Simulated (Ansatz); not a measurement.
Consider the adduct formation: H₂S + `[InH3]` → `[SH2+][InH3-]`.

Isolated molecules relaxed with PBE0-D4/def2-TZVP in Ansatz; ΔE leaves out vibrations. CBS: MP2 limit from def2 TZ/QZ plus the TZ coupled-cluster correction, frozen cores. This one scheme is used for every species. DFT in def2-TZVPP. Elements past krypton have def2 core potentials. For In outer-core shells are correlated without core-valence functions, which leaves a few kJ/mol of doubt a bond.

| level | ΔE (kJ/mol) |
| --- | --- |
| B97M-V | -44.4 |
| BHLYP | -32.4 |
| SCS-MP2/def2-TZVPP | -38.4 |
| CCSD/CBS(def2) | -42.4 |

(1) What does CCSD(T)/CBS give? (Best estimate.)

Largest T1 diagnostic among the species: 0.014.

Results:

(1) Computed: -45.8 kJ/mol. The listed levels differ from it by 1.4, 13.4, 7.4, 3.4 kJ/mol.

Leaving LDA and LC-ωPBE aside and taking each functional with its dispersion term where it has one, the values, not all of them listed here, spread over 11.1 kJ/mol, from r2SCAN-D4 to B2PLYP. LDA lies −24.3 kJ/mol from PBE without D4. The D4 term adds −10.0 kJ/mol with B3LYP and −5.4 kJ/mol with PBE0; it sums over pairs of atoms, weighted by their polarisabilities, and B3LYP, whose exchange is more repulsive, gets the larger term.

B3LYP here is the variant with VWN-RPA as its local correlation; programs differ in this.
